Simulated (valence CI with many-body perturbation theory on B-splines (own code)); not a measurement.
The numbers below are computed, except where a source is named.
From CI to CI+MBPT in Eu⁴²⁺

Level of theory: configuration interaction combined with many-body perturbation theory (CI+MBPT): three valence electrons over a frozen Dirac-Fock core [Ar], radial functions for each j: 9 s, 9 p, 10 d, 8 f, 5 g, 3 h, 1 i, with the one-electron correlation potential Σ1, the two-electron term Σ2, the three-electron term Σ3, Breit, model QED; selected CI, second order for the rest (own B-spline code, finite nucleus).

No measured spectrum was set against this ion. As an estimate, large intervals hold to a few tenths of a per cent, small ones and those within an open d or f shell to about a per cent. Only levels of the ground parity were solved; by the run's estimate the other parity begins above the list, which can be wrong where configurations are misplaced.

Each rung adds one term. CI alone is the Dirac-Coulomb CI over the frozen core; QED comes last and gives the full result, which names the levels. Energies are above (3d3/2^3) J=3/2 on the same rung, in eV.

Levels are named by their leading jj configuration (3d3/2^4 stands for four electrons in 3d with j = 3/2), which in mixed levels can hold well under half, so a name can repeat and another be missing. Letters in brackets count levels of one name in rising energy.

```
                    Level  CI alone    + Σ1    + Σ2    + Σ3  + Breit    Full
(3d3/2^2 3d5/2) J=5/2 [a]     27.89   28.06   28.42   28.45    27.43   27.52
    (3d3/2^2 3d5/2) J=3/2     33.73   33.89   33.78   33.92    33.11   33.20
    (3d3/2^2 3d5/2) J=7/2     36.35   36.52   36.76   36.76    35.15   35.25
    (3d3/2^2 3d5/2) J=9/2     37.39   37.56   37.89   37.88    36.01   36.10
    (3d3/2^2 3d5/2) J=1/2     38.15   38.31   37.98   38.15    37.18   37.27
(3d3/2^2 3d5/2) J=5/2 [b]     55.13   55.34   54.87   54.92    53.81   53.92
(3d3/2 3d5/2^2) J=7/2 [a]     63.84   64.16   64.65   64.66    62.54   62.73
    (3d3/2 3d5/2^2) J=9/2     67.45   67.79   68.35   68.40    65.74   65.93
(3d3/2 3d5/2^2) J=3/2 [a]     71.37   71.71   71.68   71.65    69.95   70.14
    (3d3/2 3d5/2^2) J=1/2     73.76   74.10   73.87   74.09    72.23   72.41
   (3d3/2 3d5/2^2) J=11/2     76.05   76.40   76.92   76.96    73.86   74.05
(3d3/2 3d5/2^2) J=5/2 [a]     76.95   77.28   76.93   76.90    75.10   75.28
(3d3/2 3d5/2^2) J=5/2 [b]     81.97   82.33   82.05   82.02    79.95   80.14
(3d3/2 3d5/2^2) J=7/2 [b]     83.99   84.33   84.00   84.08    81.70   81.88
(3d3/2 3d5/2^2) J=3/2 [b]     96.94   97.32   96.82   96.93    95.13   95.34
          (3d5/2^3) J=9/2    102.56  103.06  103.69  103.66   100.31  100.60
          (3d5/2^3) J=3/2    115.64  116.12  115.61  115.67   113.12  113.39
          (3d5/2^3) J=5/2    123.13  123.63  123.27  123.29   120.72  120.99
```

Question: How does the ionisation energy move along the ladder, and which term matters most?

Answer: CI alone 3273.4, + Σ1 3276.1, + Σ2 3281.9, + Σ3 3281.9, + Breit 3279.4, + QED 3279.6 eV. The largest step is Σ2, 5.8 eV. NIST lists 3279 ± 4 eV (theoretical).
